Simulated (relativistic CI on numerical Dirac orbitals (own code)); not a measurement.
# Radial parameters of Pd30+

Computed by Dirac-Coulomb-Breit CI, orbitals from a KLI potential per configuration, model QED, unscaled Slater integrals (own radial code, finite nucleus).

Slater integrals F^k, G^k are unscaled and averaged over j, outside the closed core [Ne]; ζ comes from projecting the Hamiltonian with its Breit term on Σ l·s of the shell.

- 3s²3p⁴: F^2(3p,3p) = 301070, ζ(3p) = 199050 cm⁻¹; <r>(3p) = 0.3294, <r^2>(3p) = 0.1251 (bohr units).
- 3s3p⁵: G^1(3s,3p) = 380560, ζ(3p) = 198950 cm⁻¹; <r>(3s) = 0.339, <r^2>(3s) = 0.1308, <r>(3p) = 0.3297, <r^2>(3p) = 0.1253 (bohr units).
- 3s²3p³3d: F^2(3p,3p) = 300730, ζ(3p) = 198760, F^2(3p,3d) = 302030, G^1(3p,3d) = 320950, G^3(3p,3d) = 215090, ζ(3d) = 25269 cm⁻¹; <r>(3p) = 0.3298, <r^2>(3p) = 0.1254, <r>(3d) = 0.2931, <r^2>(3d) = 0.09939 (bohr units).

Averages of the first 10 configurations, taken without configuration mixing, which lowers the lowest level and can move excited configurations by several eV; other configurations of the list can lie among them:

```
Configuration  Parity  States  Average energy above the lowest level (eV)
       3s²3p⁴    even      15                                        33.5
        3s3p⁵     odd      12                                       158.5
     3s²3p³3d     odd     200                                       181.7
          3p⁶    even       1                                       296.5
      3s3p⁴3d    even     300                                       301.1
        3p⁵3d     odd      60                                       433.5
     3s3p³3d²     odd    1800                                       448.6
   3s²3p²3d4p     odd     900                                      1034.0
        3p⁵4s     odd      12                                      1093.3
    3s3p³3d4s     odd     800                                      1101.2
```
